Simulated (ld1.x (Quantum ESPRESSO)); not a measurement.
Building the TM semilocal potential for germanium (PBE, scalar-relativistic).

ld1.x (Quantum ESPRESSO) 7.5 input, shortened:

```
&input
   title='Ge', zed=32., rel=1, dft='PBE', iswitch=3,
   config='[Ar] 3d10 4s2 4p2'
 /
 &inputp
   pseudotype=1, tm=.true., lloc=1,
   nlcc=.true.
 /
2
4S  1  0   2.00   0.00  1.80  1.80  0.0
4P  2  1   2.00   0.00  1.85  1.85  0.0
 &test
   configts(1)='4s2 4p2'
 /
```

All-electron outer shells of the reference configuration (PBE, scalar-relativistic, ld1.x):

```tsv
shell	level (eV)	outermost node (bohr)	outermost maximum (bohr)
3p	-115.62	0.23	0.54
3d	-29.31	–	0.50
4s	-11.73	0.77	1.75
4p	-3.90	0.82	2.22
```

Does the generator finish with these settings?

Yes, a potential is produced and its reference levels are reproduced.

Estimate the cutoffs (Ry, on a coarse ladder) from which the occupation-weighted sum of valence levels, in a spherical-Bessel basis at the reference potential, stays within 10 and 1 mRy of its value at 400 Ry.

25 Ry and 40 Ry.

Which valence shell sets the plane-wave cutoff?

4s: its level needs 40 Ry to come within 1 mRy, against 18 Ry for 4p.

Tests: 4s2 4p1; 4s2 4p0; 4s1 4p0; 4s2 4p2.3; 4s1 4p2; 4s0 4p4; 4s1 4p3. Which has the largest error in its energy relative to the reference configuration, and how large is it?

4s1 4p0, with -248 meV (all-electron minus pseudo) on +57.67 eV.
